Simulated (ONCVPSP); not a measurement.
**How hard is this nitrogen (N) ONCV potential?**

ONCVPSP 4.0.1 input, shortened (lines: element, Z, core and valence counts, functional; n l f; lmax; l rc ep ncon nbas qcut; lloc lpopt rc5 dvloc0; l nproj debl; icmod fcfact rcfact), PBE, scalar-relativistic:

```
  N 7.00    1    2        4      upf
    1    0    2.00
    2    0    2.00
    2    1    1.00
    1
    0    0.90    0.00    5    9    7.70
    1    1.90    0.00    4    9    7.90
    4    4    0.70    4.00
    0    2    0.70
    1    2    3.00
    3    4.25    1.80
```

In the s channel the program set the typed energies aside and used -1.807, 0.250 Ha.

Q: For each optimised wave give the share of its norm inside rc, the residual kinetic energy above qcut (Ha) and the cutoffs (Ha) for errors of 10, 1, 0.1 and 0.01 mHa per electron.

A:

```tsv
wave	norm inside rc	residual KE	10 mHa	1 mHa	0.1 mHa	0.01 mHa
2s	0.313	1.3e-03	21.1	31.2	109.7	233.1
s projector 2	0.034	4.5e-04	13.3	25.1	144.8	341.5
2p	0.905	1.8e-07	15.8	20.4	24.1	26.9
p projector 2	0.115	3.1e-06	16.9	22.2	26.2	29.7
```

The occupied waves need 31 Ha and 110 Ha for 1 and 0.1 mHa. Its largest configuration-test error is +558 meV.
